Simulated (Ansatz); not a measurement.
# Worked example: Ta(CH3)3O + CH6GeO2 → Ta(CH3)2(OH)O + C2H8GeO

Gas-phase species: Ta(CH3)3O, singlet; CH6GeO2 `C[O][GeH2][OH]`, singlet; Ta(CH3)2(OH)O, singlet; C2H8GeO `C[O][GeH2][CH3]`, singlet. The partners trade CH3 for OH: Ta–CH3 and Ge–OH bonds give way to Ta–OH and Ge–CH3.

Shapes, held fixed at every level: PBE0-D4/def2-TZVP. Flexible molecules stand in one conformer, not always the lowest. Programs: Ansatz 0.2.0. The zero-point and thermal change to 298 K, harmonic and unscaled (PBE0-D4/def2-TZVP), is +1.8 kJ/mol.

At CCSD(T)/def2-TZVPP; 1 Eh = 2625.50 kJ/mol:

| species | energy (Eh) |
| --- | --- |
| Ta(CH3)3O | -251.507266 |
| CH6GeO2 | -2267.542037 |
| Ta(CH3)2(OH)O | -287.465269 |
| C2H8GeO | -2231.625685 |

Q: Work out ΔH(298 K) of the reaction at this level.

A: 
1. Products less reactants: (-287.465269) + (-2231.625685) − [(-251.507266) + (-2267.542037)] = -0.041651 Eh = -109.4 kJ/mol.
2. With the thermal change: -109.4 + (+1.8) = -107.6 kJ/mol.

Other levels give -118.2 (CCSD(T)/def2-SVP) to -107.6 kJ/mol (PBE-D4/def2-TZVPP). No measured value is set beside it here. For atoms past krypton def2 sets carry core potentials with scalar relativity. Relativity is left out for Ge. Outer-core shells of Ge, Ta are correlated, in sets that cover them unevenly.
